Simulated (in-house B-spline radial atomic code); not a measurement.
Ionising La2+ with different functionals

Computed with an all-electron radial atomic-structure program (B-spline basis): four-component Dirac-Coulomb Hamiltonian, Fermi nucleus of rms radius 4.855 fm, spin-restricted, spherical fractional occupations for the functionals, and exact exchange of hybrids averaged over the configuration. The ionisation energy is the difference of two self-consistent energies, [Xe] 5d1 → [Kr] 4d10 5s2 5p6, without Breit or QED terms; ε is the level of the shell that loses the electron (mean over j). The electron is taken from both j subshells in proportion to 2j + 1, so the result is a j average, not the step between ground levels.

| method | rung | ΔSCF (eV) | -ε(5d) (eV) |
| --- | --- | --- | --- |
| B97-1 | global hybrid | 18.88 | 15.58 |
| BHandHLYP | global hybrid | ? | ? |
| PBE0 | global hybrid | 18.94 | 15.82 |
| wB97X | range-separated hybrid | ? | ? |

**Question.** What does wB97X give?

**Answer.** ΔSCF 18.74 eV, and -ε(5d) = 18.05 eV.

**Question.** What does BHandHLYP give?

**Answer.** ΔSCF 18.91 eV, and -ε(5d) = 16.88 eV.

**Question.** Among the functionals, which spreads more, the ΔSCF values or the orbital energies?

**Answer.** The orbital energies: ΔSCF values span about 0.20 eV and the orbital energies 2.47 eV; here energy differences depend much less on the functional than eigenvalues do.

**Question.** How do they compare with the NIST value?

**Answer.** NIST lists 19.177 eV (measured, ground level to ground level). Errors run from -0.43 to -0.23 eV; PBE0 is closest (-0.23 eV), but part of that can be cancellation, since the calculations leave out Breit-QED terms, spin polarisation, the choice among j levels, multiplet and fine-structure energies.
